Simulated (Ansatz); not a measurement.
`C=C[SiH2][SiH3]` and `C=C[SiH2]N` differ in one atom or group.

Ansatz, PBE0-D4/def2-TZVP geometries, multiplicity 1. Each molecule was computed in one conformer, which needn't be the lowest.

```json
{"property": "HOMO–LUMO gap (PBE0/def2-TZVPP) / eV", "`C=C[SiH2][SiH3]`": "6.98"}
{"property": "HOMO energy (B3LYP/def2-TZVPP) / eV", "`C=C[SiH2][SiH3]`": "-7.43"}
{"property": "LUMO energy (B3LYP/def2-TZVPP) / eV", "`C=C[SiH2][SiH3]`": "-0.85"}
{"property": "size of the dipole moment (B3LYP/def2-TZVPP) / D", "`C=C[SiH2][SiH3]`": "0.79"}
{"property": "ideal-gas entropy at 298 K and 1 bar (rigid rotor, harmonic PBE0-D4/def2-TZVP) / J/(mol·K)", "`C=C[SiH2][SiH3]`": "350"}
{"property": "HOMO energy (PBE0/def2-TZVPP) / eV", "`C=C[SiH2][SiH3]`": "-7.63"}
```

Question: Give the same properties after the change, and the shifts. (Best estimate.)

Answer: The calculation gave: 
```tsv
property	`C=C[SiH2]N`	shift
HOMO–LUMO gap (PBE0/def2-TZVPP) / eV	7.13	0.15
HOMO energy (B3LYP/def2-TZVPP) / eV	-7.13	0.30
LUMO energy (B3LYP/def2-TZVPP) / eV	-0.46	0.39
size of the dipole moment (B3LYP/def2-TZVPP) / D	1.38	0.59
ideal-gas entropy at 298 K and 1 bar (rigid rotor, harmonic PBE0-D4/def2-TZVP) / J/(mol·K)	325	-25
HOMO energy (PBE0/def2-TZVPP) / eV	-7.36	0.27
```

With PBE0 the HOMO rises by 0.27 eV and the LUMO rises by 0.43 eV, so the gap widens by about 0.16 eV. PBE moves the HOMO by 0.63 eV and ωB97M-V by -0.02 eV. The zero-point energy changes by 3.3 kJ/mol with -3 modes. Dipoles are sizes alone; their direction can turn.

B3LYP here is the variant with VWN-RPA as its local correlation; programs differ in this.
